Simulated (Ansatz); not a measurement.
Mulliken charges of CH6GeSeSi (`[SiH3][GeH]1[CH2][Se]1`) from PBE/def2-TZVPP in Ansatz (PBE0-D4/def2-TZVP geometry).

| atom | x (Å) | y (Å) | z (Å) | charge (e) |
| --- | --- | --- | --- | --- |
| Si1 | -1.313 | 1.004 | -0.837 | 0.086 |
| Ge2 | -0.253 | -0.689 | 0.426 | 0.187 |
| C3 | 1.637 | -0.510 | 0.806 | -0.265 |
| Se4 | 1.466 | -1.784 | -0.715 | -0.199 |
| H5 | -2.217 | 0.389 | -1.841 | -0.026 |
| H6 | -2.103 | 1.903 | 0.046 | -0.034 |
| H7 | -0.239 | 1.773 | -1.513 | -0.025 |
| H8 | -1.048 | -1.579 | 1.389 | 0.011 |
| H9 | 2.019 | -0.973 | 1.709 | 0.134 |
| H10 | 2.134 | 0.415 | 0.534 | 0.131 |

Question: By hand: the dipole of these point charges (1 e Å = 4.8032 D).

Answer: Σ q r = (-0.212, 0.235, 0.335) e Å, of length 0.461 e Å = 2.21 D.

Question: How does the dipole of the full density compare? (An estimate is asked.)

Answer: Computed: (-0.202, 0.296, 0.219) e Å, 2.02 D; the point charges give 1.09 times that, at 16° from its direction.

Point charges leave out the atoms' own dipoles, such as those of lone pairs, and Mulliken's split depends on the basis, so the close match here is no proof of good charges.
